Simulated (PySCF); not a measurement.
Si(H)(F)(vinyl)2 (C4H7FSi), SMILES C=C[SiH](F)C=C. Atoms are numbered in the order given.

```xyz
13

Si    -0.2386     0.0536     0.3822
F      0.5409     1.4132     0.8464
C     -1.0231     0.4559    -1.2540
C     -0.8949     1.6578    -1.8284
C      0.9683    -1.3536     0.2594
C      0.8752    -2.4422     1.0328
H     -1.2409    -0.2780     1.4359
H     -1.6033    -0.3184    -1.7736
H     -1.3486     1.8934    -2.7976
H     -0.3258     2.4601    -1.3464
H      1.7729    -1.3075    -0.4863
H      1.5715    -3.2841     0.9464
H      0.0929    -2.5425     1.7945
```
Charge 0, spin multiplicity 1.

Coordinates come from a PBE0-D3(BJ)/def2-SVP optimisation. One conformer was computed; it need not be the lowest.

All values below come from PBE0-D3(BJ)/def2-SVP run with PySCF.

Frequencies are harmonic and unscaled.

Question: Give all harmonic wavenumbers and intensities. (Estimate from the structure and the level; the computed values follow.)

Answer: 
| mode | ν (cm⁻¹) | IR (km/mol) | Raman (Å⁴/amu) | depolarisation | moving atoms (share of kinetic energy) |
|---|---|---|---|---|---|
| 1 | 71 | 0.1 | 4.1 | 0.75 | C 56 %, H 27 %, Si 10 % |
| 2 | 82 | 0.0 | 4.9 | 0.75 | C 56 %, H 34 % |
| 3 | 163 | 0.9 | 4.5 | 0.75 | C 35 %, F 34 %, H 26 % |
| 4 | 195 | 2.0 | 9.0 | 0.75 | H 41 %, C 33 %, F 17 %, Si 9 % |
| 5 | 219 | 4.9 | 1.3 | 0.56 | H 30 %, C 27 %, F 25 %, Si 19 % |
| 6 | 307 | 4.1 | 5.3 | 0.40 | C 60 %, H 24 %, F 13 % |
| 7 | 423 | 13.9 | 2.9 | 0.72 | C 34 %, H 33 %, Si 23 %, F 11 % |
| 8 | 506 | 20.7 | 1.9 | 0.55 | H 53 %, C 33 % |
| 9 | 555 | 23.9 | 6.9 | 0.56 | H 53 %, C 46 % |
| 10 | 674 | 29.6 | 6.7 | 0.07 | C 45 %, H 28 %, Si 22 % |
| 11 | 735 | 48.1 | 3.3 | 0.45 | C 39 %, Si 30 %, H 29 % |
| 12 | 818 | 25.6 | 7.1 | 0.71 | H 71 %, F 22 % |
| 13 | 831 | 258.6 | 5.6 | 0.73 | H 79 %, Si 16 % |
| 14 | 899 | 165.8 | 1.8 | 0.63 | Si 42 %, F 34 %, H 22 % |
| 15 | 1002 | 1.7 | 4.1 | 0.59 | H 79 %, C 18 % |
| 16 | 1004 | 45.1 | 2.0 | 0.63 | H 76 %, C 23 % |
| 17 | 1006 | 27.2 | 0.6 | 0.75 | H 72 %, C 28 % |
| 18 | 1011 | 25.9 | 3.0 | 0.71 | H 82 %, C 16 % |
| 19 | 1042 | 14.2 | 0.3 | 0.61 | H 92 % |
| 20 | 1045 | 11.8 | 0.4 | 0.69 | H 92 % |
| 21 | 1271 | 0.3 | 20.8 | 0.26 | H 72 %, C 28 % |
| 22 | 1274 | 4.0 | 2.7 | 0.58 | H 71 %, C 28 % |
| 23 | 1416 | 19.0 | 24.7 | 0.44 | H 85 %, C 15 % |
| 24 | 1421 | 24.9 | 20.3 | 0.46 | H 84 %, C 15 % |
| 25 | 1685 | 28.8 | 9.0 | 0.23 | C 87 %, H 13 % |
| 26 | 1687 | 6.0 | 39.0 | 0.13 | C 86 %, H 14 % |
| 27 | 2242 | 122.3 | 122.6 | 0.17 | H 97 % |
| 28 | 3138 | 12.0 | 97.7 | 0.15 | H 95 % |
| 29 | 3142 | 10.4 | 93.1 | 0.22 | H 95 % |
| 30 | 3162 | 2.9 | 130.9 | 0.29 | H 92 %, C 8 % |
| 31 | 3165 | 0.8 | 135.1 | 0.23 | H 92 %, C 8 % |
| 32 | 3234 | 5.5 | 97.5 | 0.62 | H 89 %, C 11 % |
| 33 | 3244 | 3.1 | 90.3 | 0.68 | H 89 %, C 11 % |
